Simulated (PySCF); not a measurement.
C3H10Si.

```xyz
14

Si     0.0751     1.7897     0.0000
C     -0.5872     0.0182     0.0000
C      0.4971    -1.0697     0.0000
C     -0.0725    -2.4887     0.0000
H     -1.0498     2.7722     0.0000
H      0.9176     2.0333     1.2099
H      0.9176     2.0333    -1.2099
H     -1.2438    -0.1015     0.8811
H     -1.2438    -0.1015    -0.8811
H      1.1513    -0.9376     0.8803
H      1.1513    -0.9376    -0.8803
H     -0.7014    -2.6639    -0.8887
H      0.7270    -3.2469     0.0000
H     -0.7014    -2.6639     0.8887
```

Geometry optimised at B3LYP-D3(BJ)/def2-SVP. One conformer was computed; it need not be the lowest.

Level of theory: PBE/pcSseg-1 in PySCF. Non-relativistic, no solvent.

Computed absolute GIAO shielding of each atom: isotropic value and principal components (ppm):
```json
[
 {"atom": "Si1", "σ(iso)": "403.4", "σ11": "372.9", "σ22": "377.8", "σ33": "459.4", "span": "86.5"},
 {"atom": "C2", "σ(iso)": "166.0", "σ11": "155.9", "σ22": "156.0", "σ33": "186.0", "span": "30.0"},
 {"atom": "C3", "σ(iso)": "154.2", "σ11": "144.0", "σ22": "152.2", "σ33": "166.4", "span": "22.4"},
 {"atom": "C4", "σ(iso)": "158.7", "σ11": "143.5", "σ22": "150.9", "σ33": "181.6", "span": "38.0"},
 {"atom": "H5", "σ(iso)": "27.2", "σ11": "24.1", "σ22": "25.0", "σ33": "32.5", "span": "8.5"},
 {"atom": "H6", "σ(iso)": "27.4", "σ11": "24.3", "σ22": "25.7", "σ33": "32.1", "span": "7.8"},
 {"atom": "H7", "σ(iso)": "27.4", "σ11": "24.3", "σ22": "25.7", "σ33": "32.1", "span": "7.8"},
 {"atom": "H8", "σ(iso)": "30.5", "σ11": "26.2", "σ22": "29.7", "σ33": "35.7", "span": "9.5"},
 {"atom": "H9", "σ(iso)": "30.5", "σ11": "26.2", "σ22": "29.7", "σ33": "35.7", "span": "9.5"},
 {"atom": "H10", "σ(iso)": "29.8", "σ11": "24.7", "σ22": "30.1", "σ33": "34.7", "span": "10.0"},
 {"atom": "H11", "σ(iso)": "29.8", "σ11": "24.7", "σ22": "30.1", "σ33": "34.7", "span": "10.0"},
 {"atom": "H12", "σ(iso)": "30.2", "σ11": "26.7", "σ22": "28.4", "σ33": "35.6", "span": "8.9"},
 {"atom": "H13", "σ(iso)": "29.8", "σ11": "25.4", "σ22": "27.2", "σ33": "36.8", "span": "11.4"},
 {"atom": "H14", "σ(iso)": "30.2", "σ11": "26.7", "σ22": "28.4", "σ33": "35.6", "span": "8.9"}
]
```
